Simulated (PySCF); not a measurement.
SMILES c1(ccc(C#N)cc1)-c1cccs1 (C11H7NS) at its GFN2-xTB optimised geometry (Å):

```
20

N      3.6492    -4.2977    -0.0032
C      2.9231    -3.4098    -0.0024
C      2.0284    -2.3177    -0.0015
C      2.5161    -1.0093    -0.0014
C      1.6367     0.0497    -0.0008
C      0.2528    -0.1575    -0.0003
C     -0.6585     0.9652     0.0000
C     -2.0300     0.9652     0.0000
C     -2.5908     2.2555     0.0000
C     -1.6492     3.2353     0.0000
S     -0.0575     2.6021     0.0000
C     -0.2219    -1.4748    -0.0002
C      0.6499    -2.5407    -0.0009
H      3.5822    -0.8367    -0.0018
H      2.0181     1.0604    -0.0007
H     -2.6289     0.0729     0.0000
H     -3.6492     2.4460     0.0000
H     -1.7913     4.2977     0.0000
H     -1.2834    -1.6645     0.0003
H      0.2747    -3.5536    -0.0009
```

Level of theory: CAM-B3LYP/def2-SVP in PySCF.

Map of the electron localisation function on the plane z = 1.2 Å:

```
|                         |
|                         |
|                         |
|        ::               |
|        ::   .           |
|       .-=:.=*=          |
|      .-**=+@@#:         |
|    ::-+*-:#@@%:         |
|    ::-*=  +%%=          |
|      :=-..--:  ..       |
|       -*++*:  .:.       |
|       :+++=..:=-        |
|      .-:. .=++*+:       |
|      ..   .+=:=+=:::    |
|          .=+.  ++-:.    |
|         :-+*: .==.      |
|         ..-++-+*:       |
|           .-*+==...     |
|            :-:..-+-:    |
|            -:  .++=-.   |
|            :.  .-=*+:   |
|                .:=**:   |
|                 .:=-    |
|                         |
|                         |
```
Scale: ten equal steps from 0.000 (start of ' ') to 0.893 (end of '@'), in the order ' .:-=+*#%@'; x runs from -6.50 to 6.50, y from -6.50 (bottom) to 6.50 (top).
